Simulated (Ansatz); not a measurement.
`N[SiH2][TeH]` + `O[CH2][GeH3]` → `OC[SiH2][TeH]` + `[NH2][GeH3]`  (redistribution)

Computed with Ansatz on PBE0-D4/def2-TZVP structures; ΔE is electronic, products minus reactants. CBS: MP2 limit from def2 TZ/QZ plus the TZ coupled-cluster correction, frozen cores. Functionals use def2-TZVPP. B3LYP here is the variant with VWN-RPA as its local correlation; programs differ in this. Elements past krypton have def2 core potentials. For Ge, Te outer-core shells are correlated without core-valence functions, which leaves a few kJ/mol of doubt a bond. Scalar relativity is left out up to krypton. One conformer a species, not always the lowest.

| level | ΔE (kJ/mol) | difference from CCSD(T)/CBS |
| --- | --- | --- |
| PBE-D4 | 42.1 | -4.9 |
| PBE0-D4 | 44.0 | -3.0 |
| ωB97M-V | 46.0 | -1.0 |
| PBE | 43.2 | -3.8 |
| r2SCAN | 46.1 | -0.9 |
| PBE0 | 45.1 | -1.9 |
| B3LYP | 47.7 | 0.7 |
| HF/def2-TZVPP | 48.5 | 1.5 |
| CCSD/def2-TZVPP | 46.0 | -1.0 |
| CCSD(T)/def2-TZVPP | 44.7 | -2.3 |
| HF/def2-QZVPP | 48.9 | 1.9 |
| MP2/def2-QZVPP | 48.0 | 1.0 |
| SCS-MP2/def2-QZVPP | 46.9 | -0.1 |
| HF/CBS(def2) | 48.9 | 1.9 |
| MP2/CBS(def2) | 48.9 | 1.9 |
| CCSD/CBS(def2) | 48.2 | 1.2 |
| CCSD(T)/CBS | 47.0 | 0 |

Largest T1 diagnostic among the species: 0.011.
